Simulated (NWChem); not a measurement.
**Total energies of F$_{2}$Zn**

```
Zn
F 1 1.7300
F 1 1.7300 2 180.00
```
Charge 0, spin multiplicity 1.

All runs are NWChem calculations. The geometry was optimised at PBE0/def2-SVP, a minimum by its harmonic frequencies.

Basis set: def2-SVP (59 functions).

```json
[
 {"method": "RHF", "total energy (Ha)": "-1976.32278"},
 {"method": "MP2", "total energy (Ha)": "-1976.99714"},
 {"method": "B2PLYP", "total energy (Ha)": "-1978.23154"},
 {"method": "PBE", "total energy (Ha)": "-1978.24494"},
 {"method": "B3LYP", "total energy (Ha)": "-1978.75323"},
 {"method": "CAM-B3LYP", "total energy (Ha)": "-1978.77209"},
 {"method": "CCSD(T)", "total energy (Ha)": "-1976.98988"}
]
```

Total energies of different functionals aren't comparable as a measure of quality: only differences taken within one method are. 

The correlated methods keep 11 core orbitals frozen. B3LYP has NWChem's definition, with VWN1-RPA local correlation. The structure started from a generated list of species. No row is a measurement; the coupled-cluster row has its own basis-set and correlation limits.
